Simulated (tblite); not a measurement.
Compound: C5H6NOP.
Atom-mapped SMILES: `[CH3:1][c:2]1[nH:3][cH:4][p:5][c:6]1[CH:7]=[O:8]` (hydrogens: H9, H10, H11 on C1; H12 on N3; H13 on C4; H14 on C7)

Geometry (GFN2-xTB, Å), atoms numbered from 1 in this order:
```
atom  x, y, z in Å
C1    -1.0192   -1.3759    0.0913
C2     0.0616   -0.3616    0.0392
N3     1.3567   -0.7081    0.1372
C4     2.2350    0.3313    0.0719
P5     1.4802    1.8525   -0.1223
C6    -0.0887    1.0109   -0.1099
C7    -1.3536    1.6920   -0.2409
O8    -2.4461    1.1706   -0.2382
H9    -1.6135   -1.3315   -0.8200
H10   -1.6978   -1.1538    0.9133
H11   -0.6127   -2.3780    0.2140
H12    1.6551   -1.6671    0.2503
H13    3.2881    0.1274    0.1424
H14   -1.2457    2.7906   -0.3505
```

Computed with GFN2-xTB (tblite): harmonic, unscaled wavenumbers at the GFN2-xTB geometry, gas phase. The method is semi-empirical: single wavenumbers can be off by several per cent or more. One conformer, not necessarily the lowest. The optimisation stopped once no atom felt more than 0.01 eV/Å.

Lowest wavenumbers of the output (negative numbers stand for imaginary wavenumbers):
```
mode    cm-1
  1     -45.0
  2     109.0
  3     171.9
  4     207.3
  5     257.3
  6     330.6
  7     406.3
  8     424.8
  9     550.1
 10     573.4
 11     633.9
 12     673.8
 13     708.7
 14     787.0
 15     919.4
```

Question: Is this structure a minimum?

Answer: Not by this Hessian. 1 mode is imaginary beyond 20i (45i cm⁻¹), so at this level the point lies at or near a first-order saddle. The curvature is small, so loose convergence or finite differences may be the whole cause.

Question: Which atoms move in the imaginary mode?

Answer: 45i: H9 (methyl hydrogen) 35 %, H10 (methyl hydrogen) 35 %, H11 (methyl hydrogen) 28 %. These are shares of the mass-weighted motion.

Question: What is the remedy?

Answer: Step along that mode in both directions, optimise again with tighter thresholds and repeat the frequencies. The zero-point energy of this point (63.4 kcal/mol) counts the 35 real modes alone, and thermal corrections from it aren't those of a minimum.

Hardware: one thread, Arm Neoverse V2 (aarch64), shared host with 96 logical CPUs at a one-minute load of 37. Cost: 0.32 s of wall time. This covers the Hessian and the dipole derivatives.
